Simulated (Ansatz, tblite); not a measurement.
Forces on (ClMg-mu-F)2 (Mg₂Cl₂F₂) at its r2SCAN-D4/def2-SVP geometry. Total charge 0; singlet.

The xTB rows come from tblite.

GFN1-xTB (tblite), largest force 0.91 eV/Å:

```xyz
6
positions Å, forces eV/Å
Mg   -0.871    1.151   -0.165   -0.168    0.225   -0.034
Cl   -2.188    2.896   -0.417    0.547   -0.725    0.104
F     0.908    0.741    0.387   -0.160   -0.130   -0.066
Mg    0.868   -1.152    0.167    0.175   -0.221    0.030
Cl    2.192   -2.894    0.418   -0.551    0.723   -0.104
F    -0.908   -0.742   -0.390    0.156    0.128    0.070
```

GFN2-xTB (tblite), largest force 0.76 eV/Å:

```
Mg -0.293 0.390 -0.057
Cl 0.455 -0.603 0.087
F -0.101 -0.082 -0.041
Mg 0.298 -0.387 0.054
Cl -0.457 0.601 -0.087
F 0.099 0.081 0.044
```

r2SCAN-D4/def2-TZVP (Ansatz), largest force 0.30 eV/Å:

```
Mg -0.017 0.031 -0.009
Cl 0.179 -0.239 0.035
F -0.021 -0.015 -0.003
Mg 0.030 -0.023 -0.001
Cl -0.183 0.237 -0.034
F 0.011 0.009 0.011
```
